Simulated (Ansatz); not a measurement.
`O[SiH2][SnH2][OH]`, relaxed with RKS PBE-D4/def2-SVP in Ansatz from a rough embedded geometry. The force threshold is 0.03 eV/Å; the program also tests the step.

Charge 0, multiplicity 1. Sn takes the def2 core potential.

Start:

```xyz
10

O    -0.472    1.269   -1.680
Si   -0.694    1.160   -0.030
Sn    0.294   -1.013    0.708
O     2.213   -1.080    0.345
H    -0.909    0.528   -2.106
H    -2.134    1.209    0.293
H    -0.019    2.265    0.690
H     0.104   -1.161    2.515
H    -0.593   -2.337   -0.049
H     2.211   -0.840   -0.686
```

Task: By how much does the energy fall, and how many steps does the optimiser take? (Best estimate.)

Result: Ansatz gave: 10.35 kcal/mol, in 10 steps.

Task: Which bonds change most? (An estimate is asked.)

Result: Ansatz gave: Si2–Sn3 from 2.498 to 2.606 Å; Sn3–H8 from 1.824 to 1.729 Å; O4–H10 from 1.059 to 0.976 Å; Sn3–O4 from 1.954 to 2.026 Å.

Task: Give the relaxed structure. (Best estimate.)

Result: The calculation gave: 
```xyz
10

O    -0.686    1.299   -1.757
Si   -0.729    1.214   -0.069
Sn    0.242   -1.063    0.744
O     2.256   -1.118    0.534
H    -1.224    0.628   -2.214
H    -2.129    1.385    0.482
H     0.124    2.351    0.411
H     0.083   -1.396    2.433
H    -0.434   -2.388   -0.174
H     2.496   -0.912   -0.390
```
